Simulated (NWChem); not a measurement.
# SiHClF2; SMILES F[SiH](F)Cl

```xyz
5

Si     0.3578     0.4400     0.0000
F     -0.2919     1.1192    -1.2881
F     -0.2919     1.1192     1.2881
Cl    -0.0976    -1.5516     0.0000
H      1.8126     0.6345     0.0000
```
Atoms are numbered in this order, from 1.

Results from NWChem. Pople sets run with spherical d functions. The geometry was optimised at B3LYP/6-31G* (spherical d). GIAO values for the isolated, static molecule; σ is the absolute isotropic shielding, δ = σ(reference) − σ with the isolated reference molecule computed at the same levels (19F: trichlorofluoromethane, 1H: tetramethylsilane, 29Si: tetramethylsilane).

For level PBE/pcSseg-1:

```yaml
"δ Si1 (ppm)": -32.0
"δ F2 (ppm)": -150.1
"σ Cl4 (ppm)": 829.3
```

**Question.** Estimate the same quantities for level B3LYP/6-31G*.

**Answer.** 
- δ Si1 (ppm): -18.1
- δ F2 (ppm): -124.8
- σ Cl4 (ppm): 881.3
